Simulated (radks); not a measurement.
Results of a calculation; reference values are marked as such.
All-electron atom: the technetium ion Tc3+ in [Kr] 4d3 5d1 (not the ground configuration). Level of theory: Dirac Kohn-Sham, exchange-only LDA, spin-unpolarised, spherical densities, point nucleus; open shells are shared between the two j in proportion to 2j + 1 (a radial shooting solver on a logarithmic mesh with Libxc functionals).

Radial electron density D(r) = 4 pi r^2 rho(r):

| r (bohr) | D(r) (e/bohr) |
|---|---|
| 0.003281 | 7.105 |
| 0.00379 | 8.940 |
| 0.004412 | 11.31 |
| 0.005095 | 14.02 |
| 0.005931 | 17.42 |
| 0.00685 | 21.16 |
| 0.007975 | 25.65 |
| 0.00921 | 30.34 |
| 0.01064 | 35.31 |
| 0.01238 | 40.64 |
| 0.0143 | 45.44 |
| 0.01665 | 49.83 |
| 0.01923 | 52.93 |
| 0.02238 | 54.70 |
| 0.02585 | 54.78 |
| 0.02985 | 53.38 |
| 0.03475 | 50.83 |
| 0.04014 | 48.28 |
| 0.04672 | 46.70 |
| 0.05396 | 47.32 |
| 0.06282 | 50.76 |
| 0.07255 | 56.20 |
| 0.08378 | 62.24 |
| 0.09754 | 66.79 |
| 0.1126 | 67.21 |
| 0.1311 | 62.68 |
| 0.1514 | 55.07 |
| 0.1763 | 47.05 |
| 0.2036 | 42.99 |
| 0.2352 | 43.91 |
| 0.2738 | 48.45 |
| 0.3162 | 51.89 |
| 0.3681 | 50.29 |
| 0.4251 | 42.75 |
| 0.4948 | 31.17 |
| 0.5715 | 21.01 |
| 0.66 | 14.67 |
| 0.7684 | 12.40 |
| 0.8874 | 12.41 |
| 1.033 | 12.15 |
| 1.193 | 10.51 |
| 1.389 | 7.661 |
| 1.604 | 4.867 |
| 1.852 | 2.694 |
| 2.157 | 1.297 |
| 2.491 | 0.6650 |
| 2.899 | 0.4323 |
| 3.348 | 0.3833 |
| 3.898 | 0.3485 |
| 4.502 | 0.2729 |
| 5.199 | 0.1706 |
| 6.053 | 0.07786 |
| 6.99 | 0.02725 |
| 8.138 | 0.006257 |
| 9.398 | 0.001056 |
| 10.94 | 0.0001020 |

D(r) has 4 maxima, at r = 0.0242, 0.107, 0.329, 0.931 bohr, and minima at 0.0486, 0.212, 0.813 bohr, inside which lie 2.06, 11.08, 29.42 electrons.
